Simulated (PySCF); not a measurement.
# Polarisability and C₆ of C⁻ (carbon, charge -1)

[He] 2s2 2p3, high-spin 4S determinant. Computed with PySCF 2.14 in dyall-av3z (15s9p3d2f, 71 functions), with the spin-free X2C one-electron Hamiltonian (Gaussian nucleus). Coupled (time-dependent) response in atomic units; α is the mean over directions.

```
method  mean α (bohr³)  C₆ (like pair)  S(−4)
   UHF           38.74           268.8   1178
```

S(−4) is the Cauchy moment in α(ω) = α(0) + S(−4) ω² + …

α(iu) at UHF:

```tsv
u (hartree)	α(iu) (bohr³)
0	38.74
0.0500	36.13
0.100	30.84
0.200	21.73
0.300	15.77
0.500	9.042
0.750	5.184
1.00	3.340
1.50	1.716
2.00	1.044
3.00	0.5062
5.00	0.1989
```

A single London oscillator, α(iu) = α/(1 + u²/ω²), gives C₆ = (3/4) ω α². Matching the computed C₆ needs ω = 4 × 268.8 / (3 × 38.74²) = 0.239 hartree.

For an ion, C₆ is the dispersion term alone; charge-induced terms of lower order in 1/R come first.
